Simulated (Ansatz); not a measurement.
Frontier orbitals of `[Cl][Al-]1([Cl])[O]C=CC=[O+]1`.

```tsv
atom	x (Å)	y (Å)	z (Å)
Cl1	-1.055	-3.045	0.670
Al2	0.431	-1.592	0.409
Cl3	2.436	-2.141	0.662
O4	0.055	-0.141	1.431
C5	-0.263	1.006	0.990
C6	-0.369	1.356	-0.349
C7	-0.122	0.439	-1.361
O8	0.212	-0.774	-1.194
H9	-0.463	1.763	1.753
H10	-0.648	2.367	-0.609
H11	-0.214	0.762	-2.402
```

The species carries charge 0 and has multiplicity 1. Geometry: relaxed with PBE0-D4/def2-TZVP. Basis def2-TZVPP, Ansatz 0.2.0.

| functional | HOMO (eV) | LUMO (eV) | gap (eV) |
| --- | --- | --- | --- |
| PBE | -7.06 | -3.84 | 3.22 |
| revPBE | -6.99 | -3.74 | 3.25 |
| PBE0 | -8.27 | -2.97 | 5.30 |
| r2SCANh | -7.80 | -3.41 | 4.39 |
| BHLYP | -9.30 | -1.93 | 7.37 |
| ωB97M-V | -10.40 | -0.83 | 9.57 |

A quarter of exact exchange (PBE0) shifts PBE's HOMO by −1.21 eV and its LUMO by +0.87 eV; full exchange at long range (ωB97M-V) shifts them by −3.34 and +3.01 eV. The gap opens from 3.22 to 9.57 eV, since occupied levels lose self-interaction and empty ones feel all the electrons.
